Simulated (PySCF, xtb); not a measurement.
C2H6FMgN, SMILES C[N](C)[Mg][F]. The values are those of a single conformer.

Harmonic wavenumbers (cm⁻¹) from GFN2-xTB (xtb) at its own minimum, in rising order: 44, 81, 182, 252, 255, 313, 383, 481, 584, 965, 1032, 1061, 1125, 1177, 1212, 1397, 1412, 1453, 1466, 1475, 1486, 2803, 2806, 2914, 2919, 2954, 2958.

Question: What does PySCF with B3LYP-D3(BJ)/def2-SVP give at its own minimum? (The exact figures need the calculation; the answer reports its results.)

Answer: 84, 114, 171, 213, 253, 298, 321, 515, 803, 1006, 1088, 1108, 1156, 1215, 1278, 1435, 1441, 1444, 1462, 1484, 1498, 2917, 2925, 2951, 2962, 3046, 3047. Paired by order, the mean absolute difference is 49 cm⁻¹ and the zero-point energies are 50.3 and 51.8 kcal/mol.
